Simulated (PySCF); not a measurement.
# Converging LiSn in the basis (CCSD(T))

PySCF, UHF reference; quartet, unpaired electrons σ ↑, π ↑↑; De to Li + Sn without counterpoise correction. Frozen cores follow the default of each basis and core potential.

| basis | relativity | functions | Re (Å) | ωe (cm⁻¹) | De (eV) | frozen orbitals |
| --- | --- | --- | --- | --- | --- | --- |
| def2-SVP | scalar-relativistic core potentials | 35 | 2.611 | 368 | 1.37 | 4 |
| def2-SVPD | scalar-relativistic core potentials | 44 | 2.629 | 357 | 1.43 | 4 |
| aug-cc-pVDZ/aug-cc-pVDZ-PP | scalar-relativistic core potentials | 55 | 2.610 | 357 | 1.50 | 4 |

Q: How does each smaller set differ from the one with most functions, aug-cc-pVDZ/aug-cc-pVDZ-PP?

A: def2-SVP: +0.1 pm, +3.1 % in ωe, -0.13 eV in De; def2-SVPD: +1.9 pm, +0.0 % in ωe, -0.07 eV in De. All at CCSD(T); the set with most functions is neither the basis-set limit nor always the best.

Correlated steps freeze 4 core orbitals. Correlated levels converge slowly with the basis: in double zeta they bind strong bonds too weakly, by up to about 1 eV, and carry superposition errors of some tenths. These are scalar-relativistic numbers at best; spin–orbit coupling would shift them, the dissociation energy most. The state is the lowest determinant that a PBE0 search found; another state may lie lower at other levels.
